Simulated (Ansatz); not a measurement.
Calculated with Ansatz (gas phase, PBE0-D4/def2-TZVP geometries, no zero-point term in ΔE). CBS: MP2 limit from def2 TZ/QZ plus the TZ coupled-cluster correction, frozen cores. This one scheme is used for every species. DFT in def2-TZVPP. For Ge outer-core shells are correlated without core-valence functions, which leaves a few kJ/mol of doubt a bond. Scalar relativity is left out up to krypton. Each species was taken in one conformer, which may not be the lowest.

`C[O][GeH2][Cl]` + `CN[SiH2]Cl` → `C[N]([SiH2]Cl)[GeH2][Cl]` + CH₃OH  (ligand exchange at a Ge–O bond)

(1) Is it downhill or uphill in electronic energy at CCSD(T)/CBS, and by how much? (An estimate is asked.)

(2) What do these levels give: PBE-D4, r2SCAN-D4, PBE0-D4, ωB97X-V, PBE, r2SCAN, HF/def2-TZVPP, MP2/def2-TZVPP, CCSD(T)/def2-TZVPP, HF/def2-QZVPP, MP2/def2-QZVPP, SCS-MP2/def2-QZVPP? (Best estimate.)

Largest T1 diagnostic among the species: 0.011.

Answers

(1) Computed: Nearly level: ΔE = +2.3 kJ/mol.

(2) Ansatz gave: PBE-D4 6.3, r2SCAN-D4 10.7, PBE0-D4 4.7, ωB97X-V 9.1, PBE 13.3, r2SCAN 12.8, HF/def2-TZVPP 21.1, MP2/def2-TZVPP 0.4, CCSD(T)/def2-TZVPP 3.1, HF/def2-QZVPP 21.9, MP2/def2-QZVPP 0.3, SCS-MP2/def2-QZVPP 5.1 kJ/mol.

In def2-TZVPP, CCSD(T) changes the Hartree–Fock value by −18.1 kJ/mol (the triples alone add −2.3 kJ/mol) and MP2 by −20.7 kJ/mol. The D4 term adds −11.2 kJ/mol with B3LYP and −6.5 kJ/mol with PBE0; it sums over pairs of atoms, weighted by their polarisabilities, and B3LYP, whose exchange is more repulsive, gets the larger term.

B3LYP here is the variant with VWN-RPA as its local correlation; programs differ in this.
